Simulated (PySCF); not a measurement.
C₂H₉AlOSi, singlet, geometry from GFN2-xTB (such geometries of metal compounds can be far from the true shape); B3LYP/def2-SV(P) run with PySCF.

Input for PySCF:
```python
from pyscf import gto, scf, dft

mol = gto.Mole()
mol.atom = '''
    Al    0.16418219    0.80306897    0.52935491
    C     1.71992852    1.91197601   -0.04275149
    H     2.65378921    1.34370309    0.00714559
    H     1.85268461    2.80857798    0.56567260
    H     1.61632416    2.23576822   -1.08292934
    C    -1.10034460    1.11363958    2.03992938
    H    -1.09292977    0.27495355    2.74276804
    H    -2.13109745    1.20242795    1.68352884
    H    -0.87444355    2.01710462    2.60931924
    O    -0.12203492   -0.58596264   -0.38609585
    Si   -0.39320375   -1.92451346   -1.27014763
    H    -1.59910444   -2.56410911   -0.74057254
    H     0.78190080   -2.78542267   -1.12070468
    H    -0.57786386   -1.49570395   -2.65807554
'''
mol.basis = 'def2-sv(p)'
mol.verbose = 4
mol.build()

mf = dft.RKS(mol)
mf.xc = 'b3lyp'
mf.kernel()
```

It wrote (shortened):

```
PySCF version 2.14.0

[INPUT] verbose = 4
[INPUT] num. atoms = 14
[INPUT] num. electrons = 56
[INPUT] charge = 0
[INPUT] spin (= nelec alpha-beta = 2S) = 0
[INPUT] symmetry False subgroup None
[INPUT] Mole.unit = angstrom
[INPUT] Symbol           X                Y                Z      unit          X                Y                Z       unit  Magmom
[INPUT]  1 Al     0.164182190000   0.803068970000   0.529354910000 AA    0.310259373631   1.517580412437   1.000335802594 Bohr   0.0
[INPUT]  2 C      1.719928520000   1.911976010000  -0.042751490000 AA    3.250193856629   3.613111015639  -0.080788607517 Bohr   0.0
[INPUT]  3 H      2.653789210000   1.343703090000   0.007145590000 AA    5.014934799226   2.539230832832   0.013503208098 Bohr   0.0
[INPUT]  4 H      1.852684610000   2.808577980000   0.565672600000 AA    3.501066508097   5.307443181684   1.068966290171 Bohr   0.0
[INPUT]  5 H      1.616324160000   2.235768220000  -1.082929340000 AA    3.054409990918   4.224989613806  -2.046439864856 Bohr   0.0
[INPUT]  6 C     -1.100344600000   1.113639580000   2.039929380000 AA   -2.079349936644   2.104473807676   3.854907841654 Bohr   0.0
[INPUT]  7 H     -1.092929770000   0.274953550000   2.742768040000 AA   -2.065337938684   0.519586906477   5.183080418810 Bohr   0.0
[INPUT]  8 H     -2.131097450000   1.202427950000   1.683528840000 AA   -4.027190525259   2.272259510022   3.181408430407 Bohr   0.0
[INPUT]  9 H     -0.874443550000   2.017104620000   2.609319240000 AA   -1.652458820892   3.811775296395   4.930898735158 Bohr   0.0
[INPUT] 10 O     -0.122034920000  -0.585962640000  -0.386095850000 AA   -0.230612576433  -1.107308908827  -0.729615414331 Bohr   0.0
[INPUT] 11 Si    -0.393203750000  -1.924513460000  -1.270147630000 AA   -0.743047398652  -3.636803362439  -2.400231158465 Bohr   0.0
[INPUT] 12 H     -1.599104440000  -2.564109110000  -0.740572540000 AA   -3.021869436176  -4.845463971402  -1.399479275974 Bohr   0.0
[INPUT] 13 H      0.781900800000  -2.785422670000  -1.120704680000 AA    1.477578368578  -5.263685987455  -2.117824911718 Bohr   0.0
[INPUT] 14 H     -0.577863860000  -1.495703950000  -2.658075540000 AA   -1.092004432684  -2.826470828930  -5.023034789005 Bohr   0.0

nuclear repulsion = 269.122865325038
number of shells = 52
number of NR pGTOs = 180
number of NR cGTOs = 96
basis = def2-sv(p)
ecp = {}

******** <class 'pyscf.dft.rks.RKS'> ********
method = RKS
initial guess = minao
damping factor = 0
level_shift factor = 0
DIIS = <class 'pyscf.scf.diis.CDIIS'>
diis_start_cycle = 1
diis_space = 8
diis_damp = 0
SCF conv_tol = 1e-09
SCF conv_tol_grad = None
SCF max_cycles = 50
direct_scf = True
direct_scf_tol = 1e-13
XC library pyscf.dft.libxc version 7.1.2
    S. Lehtola, C. Steigemann, M. J. T. Oliveira, and M. A. L. Marques,  SoftwareX 7, 1–5 (2018)
XC functionals = b3lyp
    P. J. Stephens, F. J. Devlin, C. F. Chabalowski, and M. J. Frisch,  J. Phys. Chem. 98, 11623 (1994)
radial grids:
    Treutler-Ahlrichs [JCP 102, 346 (1995); DOI:10.1063/1.469408] (M4) radial grids

becke partition: Becke, JCP 88, 2547 (1988); DOI:10.1063/1.454033
pruning grids: <function nwchem_prune>
grids dens level: 3
symmetrized grids: False
atomic radii adjust function: <function treutler_atomic_radii_adjust>
small_rho_cutoff = 0
Set gradient conv threshold to 3.16228e-05
Initial guess from minao.
tot grids = 168952
init E= -688.533520832686
  HOMO = -0.336664156427942  LUMO = -0.0619573717878747  gap/eV = 7.47515
cycle= 1 E= -688.414671731015  delta_E= 0.119  |g|= 0.979  |ddm|= 3.48
  HOMO = -0.107233027770209  LUMO = 0.0257967533019765  gap/eV = 3.61992
cycle= 2 E= -687.902062538648  delta_E= 0.513  |g|= 1.83  |ddm|= 2.47
  HOMO = -0.251380748561375  LUMO = -0.0161912104902209  gap/eV = 6.39983
cycle= 3 E= -688.602565153638  delta_E= -0.701  |g|= 0.241  |ddm|= 1.84
  HOMO = -0.271993274881577  LUMO = -0.0141315246535765  gap/eV = 7.01678
cycle= 4 E= -688.61566711777  delta_E= -0.0131  |g|= 0.0729  |ddm|= 0.281
  HOMO = -0.264153887646116  LUMO = -0.0110626198834662  gap/eV = 6.88696
cycle= 5 E= -688.617044718198  delta_E= -0.00138  |g|= 0.00623  |ddm|= 0.0707
  HOMO = -0.265165445978193  LUMO = -0.0120960223372353  gap/eV = 6.88637
cycle= 6 E= -688.617058389538  delta_E= -1.37e-05  |g|= 0.00101  |ddm|= 0.0118
  HOMO = -0.265090585838899  LUMO = -0.0120431673138577  gap/eV = 6.88577
cycle= 7 E= -688.617058703223  delta_E= -3.14e-07  |g|= 0.000141  |ddm|= 0.00169
  HOMO = -0.265081231532718  LUMO = -0.0120253954848084  gap/eV = 6.88600
cycle= 8 E= -688.617058709932  delta_E= -6.71e-09  |g|= 4.12e-05  |ddm|= 0.000262
  HOMO = -0.265085536864717  LUMO = -0.0120307211192556  gap/eV = 6.88597
cycle= 9 E= -688.617058710394  delta_E= -4.62e-10  |g|= 8.99e-06  |ddm|= 6.35e-05
  HOMO = -0.265084562083576  LUMO = -0.0120296101573385  gap/eV = 6.88598
Extra cycle  E= -688.617058710378  delta_E= 1.57e-11  |g|= 1.34e-05  |ddm|= 2.03e-05
converged SCF energy = -688.617058710378
```
